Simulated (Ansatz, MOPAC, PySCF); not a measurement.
Lewis adduct: GaH3 (SMILES [GaH3]) (first 4 atoms) with H2O (SMILES O); geometry from B3LYP-D3(BJ)/def2-TZVP, rigid monomers moved along the line of their centres of mass till Ga1···O5 is 2.00 Å.
(charge 0, multiplicity 1):
```xyz
7

Ga     0.3967    -0.3761     0.6852
H      1.8829    -0.0976     1.1226
H     -0.2292    -1.8111     0.8526
H     -0.2872     0.6261    -0.3304
O     -0.4466     0.3931     2.3317
H     -1.4083     0.3207     2.2932
H     -0.2418     1.3320     2.4225
```

Interaction energies are E(AB) − E(A) − E(B) at the monomers' geometry in the complex; basis-set methods are counterpoise corrected.

The state that PM3, PM7 reach isn't checked; PM7 holds dispersion and hydrogen-bond terms.

The values were computed with Ansatz (Gaussian basis) for Hartree–Fock, density functionals and correlated methods; MOPAC for PM3, PM7 (differences of heats of formation); PySCF for the dispersion terms. Values without a source in brackets are computed.

Problem. Estimate the interaction energy that B3LYP-D3(BJ)/def2-TZVPPD returns for this input.

Solution. -46 kJ/mol

Problem. Predict the interaction energy from PM3.

Solution. -139 kJ/mol

Problem. What interaction energy does PM7 give?

Solution. -9 kJ/mol

Ansatz is a quantum-chemistry and plane-wave program.
